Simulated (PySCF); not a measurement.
## Property card for `CCC[BH2-]OC`

C4H12BO (charge -1).
Numbering: `[CH3:1][CH2:2][CH2:3][BH2-:4][O:5][CH3:6]` (hydrogens: H7, H8, H9 on C1; H10, H11 on C2; H12, H13 on C3; H14, H15 on B4; H16, H17, H18 on C6)

From PBE0-D3(BJ)/def2-SVP geometry optimisation, gas phase (PySCF):

- Point group: C1
- Rotational constants A, B, C: 6.590, 1.656, 1.514 GHz

From KT2/pcSseg-1 ground state and GIAO shieldings, non-relativistic (PySCF):

* HOMO energy: 0.01 eV
* LUMO energy: 4.31 eV
* HOMO–LUMO gap: 4.30 eV
* 13C chemical shifts (computed TMS as zero) by class: 57.3 (C6), 29.2 (C3), 28.9 (C2), 23.3 (C1) ppm
* 1H chemical shifts (computed TMS as zero) by class: 3.41 (H16/H17/H18), 2.88 (H14/H15), 1.24 (H10/H11), 0.75 (H7/H8/H9), 0.24 (H12/H13) ppm
* Isotropic shieldings of nuclei other than C and H, by class: 106 (B4), 319 (O5) ppm

From B3LYP/pcJ-1 indirect spin-spin coupling, non-relativistic, gas phase; spin–dipole term left out for some pairs (PySCF):

- Largest of the computed one-bond spin–spin couplings (means over like bonds): 13C–1H +134.7 (C6–H16 and 2 like it), 13C–1H +128.8 (C2–H10 and 1 like it), 13C–1H +126.4 (C1–H7 and 2 like it), 13C–1H +116.3 (C3–H12 and 1 like it), 11B–1H +95.3 (B4–H14 and 1 like it), 13C–11B +46.0 (C3–B4), 13C–13C +35.5 (C1–C2), 13C–13C +33.2 (C2–C3) Hz

Monoisotopic mass of the ion (most abundant isotopes, electron mass counted): 87.0987 u.

The rotational constants make it an asymmetric top with κ = (2B − A − C)/(A − C) = -0.94, nearer the prolate limit (−1). With B = h/(8π²I), that is 505.379 GHz u Å² over I, the principal moments of inertia are 76.7, 305.2 and 333.7 u Å² (most abundant isotopes); the inertial defect Ic − Ia − Ib is -48.2 u Å² (zero for a rigid planar frame, negative otherwise).

 NMR classes are plain means over equivalent atoms (diastereotopic ones count apart unless rotation or inversion swaps them), as if these changed places fast; in this geometry the members of some classes differ. The HOMO energy is positive, so at this level the finite basis confines the outermost electrons. No diffuse functions stand in pcJ-1 and pcSseg-1, which bears on an anion's orbital energies.

The values belong to the conformer `[CH3:1][CH2:2][CH2:3][BH2-:4][O:5][CH3:6]`: C1–C2–C3–B4 177°, C2–C3–B4–O5 -57°, C3–B4–O5–C6 -68°.
